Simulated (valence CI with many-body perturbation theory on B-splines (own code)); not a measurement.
Results of a calculation; reference values are marked as such.
**Level structure of Br²²⁺**

Level of theory: valence CI with perturbative core correlation (CI+MBPT): three valence electrons over a frozen Dirac-Fock core [Ne], a basis of 11 s, 11 p, 10 d, 8 f, 5 g, 2 h functions for each j, with the one-electron correlation potential Σ1, the two-electron term Σ2, the three-electron term Σ3, Breit, model QED; selected CI, second order for the rest, scaled by the run's own slope (own B-spline code, finite nucleus).

No measured levels were compared; by estimate levels of excited configurations hold to 0.05 to 0.15 % of their energy, terms of the ground configuration to about 0.5 %.

Levels 1 to 45 of 151, with energies above the lowest level, 3s2.3p 2P°_1/2. "Leading %" is the weight of the configuration and term that name the level; weights of strongly mixed levels are sums over their largest components and can fall short, so below about 35 % the name and the second component can differ from the true leading terms, or belong to a minority configuration. In the jj column 3d3/2^4 stands for four electrons in 3d with j = 3/2.

| No. | Configuration | Term | J | E (cm⁻¹) | Leading % | Second component | Leading jj |
| --- | --- | --- | --- | --- | --- | --- | --- |
| 1 | 3s2.3p | 2P° | 1/2 | 0 | 98 |  | 3s^2 3p1/2 (98 %) |
| 2 | 3s2.3p | 2P° | 3/2 | 84884 | 98 |  | 3s^2 3p3/2 (98 %) |
| 3 | 3s.3p2 | 4P | 1/2 | 391490 | 92 | 6 % 3s.3p2 2S | 3s 3p1/2^2 (69 %) |
| 4 | 3s.3p2 | 4P | 3/2 | 435700 | 98 |  | 3s 3p1/2 3p3/2 (95 %) |
| 5 | 3s.3p2 | 4P | 5/2 | 468880 | 83 | 15 % 3s.3p2 2D | 3s 3p1/2 3p3/2 (72 %) |
| 6 | 3s.3p2 | 2D | 3/2 | 546290 | 82 | 12 % 3s2.3d 2D | 3s 3p1/2 3p3/2 (72 %) |
| 7 | 3s.3p2 | 2D | 5/2 | 571910 | 72 | 16 % 3s.3p2 4P | 3s 3p3/2^2 (67 %) |
| 8 | 3s.3p2 | 2P | 1/2 | 624690 | 58 | 35 % 3s.3p2 2S | 3s 3p1/2 3p3/2 (57 %) |
| 9 | 3s.3p2 | 2S | 1/2 | 709200 | 58 | 38 % 3s.3p2 2P | 3s 3p3/2^2 (80 %) |
| 10 | 3s.3p2 | 2P | 3/2 | 720290 | 90 | 5 % 3s2.3d 2D | 3s 3p3/2^2 (66 %) |
| 11 | 3s2.3d | 2D | 3/2 | 800720 | 81 | 14 % 3s.3p2 2D | 3s^2 3d3/2 (81 %) |
| 12 | 3s2.3d | 2D | 5/2 | 812220 | 86 | 12 % 3s.3p2 2D | 3s^2 3d5/2 (86 %) |
| 13 | 3p3 | 2D° | 3/2 | 996930 | 39 | 20 % 3p3 2P° | 3p1/2^2 3p3/2 (72 %) |
| 14 | 3p3 | 2D° | 5/2 | 1036800 | 64 | 33 % 3s.3p.3d 2D° | 3p1/2 3p3/2^2 (64 %) |
| 15 | 3p3 | 4S° | 3/2 | 1046400 | 66 | 18 % 3p3 2D° | 3p1/2 3p3/2^2 (79 %) |
| 16 | 3s.3p.3d | 4F° | 3/2 | 1086000 | 92 |  | 3s 3p1/2 3d3/2 (83 %) |
| 17 | 3s.3p.3d | 4F° | 5/2 | 1103300 | 92 |  | 3s 3p1/2 3d3/2 (44 %) |
| 18 | 3s.3p.3d | 4F° | 7/2 | 1130100 | 91 | 7 % 3s.3p.3d 4D° | 3s 3p1/2 3d5/2 (58 %) |
| 19 | 3p3 | 2P° | 1/2 | 1136400 | 81 | 17 % 3s.3p.3d 2P° | 3p1/2 3p3/2^2 (81 %) |
| 20 | 3s.3p.3d | 4D° | 3/2 | 1165600 | 32 | 21 % 3p3 2P° | 3s 3p1/2 3d3/2 (37 %) |
| 21 | 3s.3p.3d | 4P° | 5/2 | 1165800 | 57 | 28 % 3s.3p.3d 4D° | 3s 3p1/2 3d5/2 (88 %) |
| 22 | 3s.3p.3d | 4D° | 1/2 | 1173200 | 87 | 8 % 3s.3p.3d 4P° | 3s 3p1/2 3d3/2 (73 %) |
| 23 | 3s.3p.3d | 4F° | 9/2 | 1175600 | 100 |  | 3s 3p3/2 3d5/2 (100 %) |
| 24 | 3p3 | 2P° | 3/2 | 1177500 | 32 | 31 % 3s.3p.3d 4D° | 3p3/2^3 (39 %) |
| 25 | 3s.3p.3d | 4D° | 7/2 | 1224600 | 91 | 8 % 3s.3p.3d 4F° | 3s 3p3/2 3d5/2 (62 %) |
| 26 | 3s.3p.3d | 4D° | 5/2 | 1224800 | 61 | 13 % 3s.3p.3d 4P° | 3s 3p3/2 3d3/2 (66 %) |
| 27 | 3s.3p.3d | 4P° | 3/2 | 1228100 | 56 | 33 % 3s.3p.3d 4D° | 3s 3p3/2 3d3/2 (84 %) |
| 28 | 3s.3p.3d | 4P° | 1/2 | 1228200 | 91 | 9 % 3s.3p.3d 4D° | 3s 3p3/2 3d3/2 (96 %) |
| 29 | 3s.3p.3d | 2F° | 5/2 | 1239000 | 51 | 19 % 3s.3p.3d 4P° | 3s 3p1/2 3d5/2 (34 %) |
| 30 | 3s.3p.3d | 2D° | 3/2 | 1242100 | 59 | 18 % 3p3 2D° | 3s 3p3/2 3d3/2 (32 %) |
| 31 | 3s.3p.3d | 2D° | 5/2 | 1266200 | 44 | 41 % 3s.3p.3d 2F° | 3s 3p3/2 3d5/2 (61 %) |
| 32 | 3s.3p.3d | 2F° | 7/2 | 1319800 | 99 |  | 3s 3p3/2 3d5/2 (66 %) |
| 33 | 3s.3p.3d | 2P° | 3/2 | 1353100 | 52 | 28 % 3s.3p.3d 2D° | 3s 3p1/2 3d3/2 (34 %) |
| 34 | 3s.3p.3d | 2F° | 7/2 | 1393000 | 95 |  | 3s 3p3/2 3d5/2 (55 %) |
| 35 | 3s.3p.3d | 2P° | 1/2 | 1396700 | 89 | 7 % 3p3 2P° | 3s 3p3/2 3d5/2 (75 %) |
| 36 | 3s.3p.3d | 2F° | 5/2 | 1399700 | 91 | 5 % 3s.3p.3d 2D° | 3s 3p3/2 3d3/2 (77 %) |
| 37 | 3s.3p.3d | 2P° | 1/2 | 1424000 | 87 | 8 % 3p3 2P° | 3s 3p3/2 3d3/2 (72 %) |
| 38 | 3s.3p.3d | 2P° | 3/2 | 1433900 | 53 | 32 % 3s.3p.3d 2D° | 3s 3p3/2 3d5/2 (58 %) |
| 39 | 3s.3p.3d | 2D° | 5/2 | 1440100 | 78 | 11 % 3p3 2D° | 3s 3p3/2 3d5/2 (71 %) |
| 40 | 3s.3p.3d | 2P° | 3/2 | 1442200 | 59 | 22 % 3s.3p.3d 2D° | 3s 3p3/2 3d5/2 (41 %) |
| 41 | 3p2.3d | 4F | 3/2 | 1620500 | 72 | 9 % 3p2.3d 4D | 3p1/2^2 3d3/2 (78 %) |
| 42 | 3p2.3d | 2F | 5/2 | 1643300 | 57 | 17 % 3p2.3d 4D | 3p1/2^2 3d5/2 (44 %) |
| 43 | 3p2.3d | 4F | 5/2 | 1650300 | 64 | 27 % 3p2.3d 2F | 3p1/2 3p3/2 3d3/2 (77 %) |
| 44 | 3p2.3d | 2F | 7/2 | 1668900 | 62 | 14 % 3p2.3d 4F | 3p1/2 3p3/2 3d3/2 (53 %) |
| 45 | 3p2.3d | 2P | 3/2 | 1677400 | 55 | 23 % 3p2.3d 4D | 3p1/2 3p3/2 3d3/2 (77 %) |

Names give the largest LS component (configuration and term), which can be under half, so a name can repeat, a term be missing and a line seem to break the LS rules; names also repeat where a configuration has a term twice.

The ionisation energy to 3s2 1S_0 of the next ion comes out as 970.82 eV (NIST: 963 ± 5 eV (semi-empirical)). All 151 levels together are meant to be complete up to 3872100 cm⁻¹.
